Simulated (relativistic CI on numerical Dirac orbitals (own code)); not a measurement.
# Radial parameters of Cr15+

Calculated at this level of theory: Dirac-Coulomb-Breit CI, KLI orbitals optimised for each configuration, model QED, unscaled Slater integrals (own radial code, finite nucleus).

Slater integrals F^k, G^k are unscaled and averaged over j, outside the closed core 1s2; ζ comes from projecting the Hamiltonian with its Breit term on Σ l·s of the shell.

- 2s2 2p5: ζ(2p) = 47069 cm⁻¹; <r>(2p) = 0.2488, <r^2>(2p) = 0.07549 (bohr units).
- 2s2 2p4 3s: F^2(2p,2p) = 388260, ζ(2p) = 48995, G^1(2p,3s) = 37066 cm⁻¹; <r>(2p) = 0.2445, <r^2>(2p) = 0.0728, <r>(3s) = 0.7015, <r^2>(3s) = 0.5585 (bohr units).
- 2p6 3p: ζ(3p) = 11093 cm⁻¹; <r>(3p) = 0.6892, <r^2>(3p) = 0.5465 (bohr units).

Averages of the first 10 configurations, taken without configuration mixing, which lowers the lowest level and can move excited configurations by several eV; other configurations of the list can lie among them:

```tsv
Configuration	Parity	States	Average energy above the lowest level (eV)
2s2 2p5	odd	6	3.2
2s 2p6	even	2	118.9
2p6 3s	even	2	864.7
2s2 2p4 3s	even	30	637.0
2p6 3p	odd	6	892.1
2s2 2p4 3p	odd	90	666.8
2p6 3d	even	10	928.1
2s2 2p4 3d	even	150	703.3
2s 2p5 3s	odd	24	742.5
2s 2p5 3p	even	72	771.1
```
